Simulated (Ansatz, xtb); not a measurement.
**C5H5NO2: which of two isomers lies lower**

Structure X is `Cc1coc(C=O)n1`, a singlet and structure Y is `Cc1ocnc1C=O`, a singlet. Both are isolated molecules in the gas phase, relaxed with PBE0-D3(BJ)/def2-SVP; each stands in its lowest conformer found.

Question: Estimate E(Y) − E(X) at the level CCSD(T)/def2-SVP + ΔMP2/def2-TZVPP.

Answer: Calculated at CCSD(T)/def2-SVP + ΔMP2/def2-TZVPP: E(Y) − E(X) = −4.3 kcal/mol, so structure Y lies lower.

Level by level:

```csv
level,geometry,E(Y) − E(X) (kcal/mol),departure from the last row (kcal/mol),"job, with rough time for the two"
GFN2-xTB,GFN2-xTB,−4.1,+0.2,"optimisation, 0.35 s"
HF/STO-3G,GFN2-xTB,−3.2,+1.1,"single point, 1.4 s"
r2SCAN-D4/def2-SVP,GFN2-xTB,−3.6,+0.6,"single point, 9.6 s"
PBE0-D3(BJ)/def2-SVP,PBE0-D3(BJ)/def2-SVP,−5.2,−1.0,"optimisation, 5.9 min"
HF/def2-SVP,PBE0-D3(BJ)/def2-SVP,−6.1,−1.8,part of the CCSD(T) run
MP2/def2-SVP,PBE0-D3(BJ)/def2-SVP,−4.5,−0.2,part of the CCSD(T) run
CCSD(T)/def2-SVP,PBE0-D3(BJ)/def2-SVP,−5.2,−0.9,single point
CCSD(T)/def2-SVP + ΔMP2/def2-TZVPP,PBE0-D3(BJ)/def2-SVP,−4.3,,"single point, 3.8 min"
```

As drawn, both hold the same kinds of bond in the same numbers.

The levels shown agree on the order. The largest departure from CCSD(T)/def2-SVP + ΔMP2/def2-TZVPP is that of HF/def2-SVP, 1.8 kcal/mol. The last row adds to CCSD(T) the change of the MP2 difference between the two basis sets, here +0.9 kcal/mol.

With thermal terms from frequencies at re-optimised GFN2-xTB minima (ideal gas, soft modes damped towards free rotors, one conformer each, 298.15 K, 1 atm): on the last row, ΔE + ΔZPE = −4.2, ΔH = −4.2, ΔG = −4.1 kcal/mol.

The correlated steps freeze 8 core orbitals. Codes used: Ansatz 0.2.0, xtb 6.7.1; the last row on 2 threads of Intel(R) Xeon(R) Processor @ 2.50GHz (Skylake/Cascade Lake) on a shared host.
